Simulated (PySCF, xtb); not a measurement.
C4H2BrCl, SMILES C#C/C=C(/Cl)Br.

Harmonic wavenumbers (cm⁻¹) from GFN2-xTB (xtb 6.7.1) at its own minimum, in rising order: 93, 126, 212, 260, 368, 419, 423, 506, 642, 663, 800, 812, 1043, 1208, 1599, 2246, 3060, 3395.

**Question.** What does PySCF 2.14.0 with r2SCAN-D4/def2-SVP give at its own minimum? (An estimate is asked for; the answer gives what the named calculation found.)

**Answer.** 106, 138, 241, 297, 417, 449, 489, 587, 626, 676, 815, 899, 1052, 1253, 1626, 2194, 3161, 3476. Paired by order, the mean absolute difference is 42 cm⁻¹ and the zero-point energies are 25.6 and 26.5 kcal/mol.
